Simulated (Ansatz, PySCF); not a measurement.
System: C$_{3}$HO, charge 0, multiplicity 2. It need not be the lowest isomer of its formula. 
Structure (B3LYP-D3(BJ)/def2-TZVP (Ansatz, a first-principles code) minimum search):
SMILES: O=CC#[C]
```xyz
5

C      1.5635     0.9760     0.7747
C      0.5981     0.3790     0.2839
C     -0.5357    -0.4921     0.0842
O     -1.1157    -0.5065    -0.9740
H     -0.8295    -1.1252     0.9354
```
Charge 0, spin multiplicity 2.

Total electronic energies in hartree. Cores are frozen in the correlated levels unless marked. Open shells are spin-unrestricted. Spin-orbit coupling is left out. Non-relativistic. 

The UHF reference is spin-contaminated (<S^2> 0.25 over the pure value in the largest basis). The Hartree-Fock reference is unstable (checked in the largest basis), which strains HF and MP2. The T1 diagnostic of CCSD in the largest basis is 0.068, which is high, so the coupled-cluster rows are less sure than usual.

```csv
level,program,energy (Eh)
PBE-D3(BJ)/def2-TZVPD,Ansatz + dftd3,-189.79464
PBE-D4/def2-TZVPD,Ansatz + dftd4,-189.79444
BLYP-D3(BJ)/def2-TZVPD,Ansatz + dftd3,-189.98501
BLYP/def2-TZVPD,Ansatz,-189.97855
TPSS-D3(BJ)/def2-TZVPD,PySCF + dftd3,-190.04731
M06-L/def2-TZVPD,PySCF,-189.98638
r2SCAN-D3(BJ)/def2-TZVPD,Ansatz + dftd3,-189.90459
r2SCAN0-D4/def2-TZVPD,Ansatz + dftd4,-189.86794
MN15-D3(BJ)/def2-TZVPD,PySCF + dftd3,-189.78378
HSE06-D3(BJ)/def2-TZVPD,Ansatz + dftd3,-189.77178
CAM-B3LYP-D3(BJ)/def2-TZVPD,Ansatz + dftd3,-189.91385
CAM-B3LYP-D4/def2-TZVPD,Ansatz + dftd4,-189.91391
LC-wPBE-D4/def2-TZVPD,Ansatz + dftd4,-189.85713
B2GP-PLYP-D3(BJ)/def2-TZVPD,Ansatz + dftd3,-189.81266
B2PLYP-D4/def2-TZVPD,Ansatz + dftd4,-189.85727
RPA@PBE/cc-pVQZ,Ansatz,-189.99983
MP2/STO-3G,Ansatz,-186.58585
RI-MP2/aug-cc-pVQZ,Ansatz,-189.58781
CCSD/STO-3G,Ansatz,-186.68172
CCSD/6-31G,Ansatz,-189.16610
CCSD/aug-cc-pVDZ,Ansatz,-189.45053
CCSD(T)/aug-cc-pVDZ,Ansatz,-189.47776
```

Totals of different functionals don't rank their quality; only differences between species are comparable.
